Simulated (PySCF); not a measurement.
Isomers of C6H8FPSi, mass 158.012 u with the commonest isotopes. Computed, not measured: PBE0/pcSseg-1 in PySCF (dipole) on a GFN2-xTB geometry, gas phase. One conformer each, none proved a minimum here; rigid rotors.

**Question.** Order these by rotational constant C, smallest first.
A. `[F:1][c:2]1[cH:3][cH:4][c:5]([PH:6][SiH3:7])[cH:8][cH:9]1` with C4–C5–P6–Si7 97°
B. `Cc1cpcc([SiH3])c1F`
C. `[F:1][c:2]1[cH:3][cH:4][cH:5][cH:6][c:7]1[PH:8][SiH3:9]` with C6–C7–P8–Si9 -107°
D. `c1c(C)c(cc([SiH3])p1)F`

**Answer.** A (555.5 MHz), D (584.8 MHz), B (635.1 MHz), C (703.1 MHz).

**Question.** Order these by radius of gyration √(Σ m r²/M), smallest first.
A. `Cc1cpc([SiH3])cc1F`
B. `c1c(c(c(cp1)[SiH3])F)C`
C. `[F:1][c:2]1[cH:3][cH:4][c:5]([PH:6][SiH3:7])[cH:8][cH:9]1` with C4–C5–P6–Si7 97°
D. `[F:1][c:2]1[cH:3][cH:4][cH:5][c:6]([PH:7][SiH3:8])[cH:9]1` with C5–C6–P7–Si8 -105°

**Answer.** B (2.250 Å), A (2.345 Å), D (2.412 Å), C (2.499 Å).

**Question.** Order these by dipole moment, smallest first.
A. `c1c(c(F)c(C)cp1)[SiH3]`
B. `[F:1][c:2]1[cH:3][cH:4][cH:5][cH:6][c:7]1[PH:8][SiH3:9]` with C6–C7–P8–Si9 -107°
C. `[F:1][c:2]1[cH:3][cH:4][cH:5][c:6]([PH:7][SiH3:8])[cH:9]1` with C5–C6–P7–Si8 -105°
D. `[F:1][c:2]1[cH:3][cH:4][c:5]([PH:6][SiH3:7])[cH:8][cH:9]1` with C4–C5–P6–Si7 97°

**Answer.** A (0.93 D), D (1.10 D), C (1.99 D), B (2.24 D).

| SMILES | point group | Ia (u·Å²) | Ib (u·Å²) | Ic (u·Å²) | κ | μa (D) | μb (D) | μc (D) |
| --- | --- | --- | --- | --- | --- | --- | --- | --- |
| Fc1ccc(P[SiH3])cc1 | C1 | 178.01 | 885.78 | 909.85 | -0.99 | 0.78 | 0.23 | 0.74 |
| Cc1cpc([SiH3])cc1F | – | 237.85 | 635.20 | 864.16 | -0.73 | 1.09 | 0.00 | 0.00 |
| Fc1cccc(P[SiH3])c1 | C1 | 246.07 | 738.04 | 854.93 | -0.87 | 0.48 | 1.51 | 1.21 |
| Cc1cpcc([SiH3])c1F | near Cs | 327.99 | 476.72 | 795.74 | -0.06 | 0.20 | 0.90 | 0.01 |
| Fc1ccccc1P[SiH3] | C1 | 244.22 | 617.26 | 718.77 | -0.83 | 1.30 | 1.32 | 1.25 |
